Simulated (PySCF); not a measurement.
**Electron correlation in Cu⁺ (copper, charge +1)**

[Ar] 3d10, closed-shell 1S. All numbers are calculated (PySCF 2.14, scalar relativity through the core potential, in aug-cc-pwCVDZ-PP with ECP10MDF (6s6p5d3f, 70 functions)). Frozen: 3s2 3p6; 10 electrons correlated.

```tsv
level	correlation energy (mhartree)
CCSD	-416.20
(T)	-15.99
CCSD(T)	-432.19
```

Diagnostics: T1 = 0.013, D1 = 0.0177, largest double amplitude 0.021.

**Question.** Is a single reference adequate?

**Answer.** Yes: T1 lies below 0.03 and no double amplitude reaches 0.07.
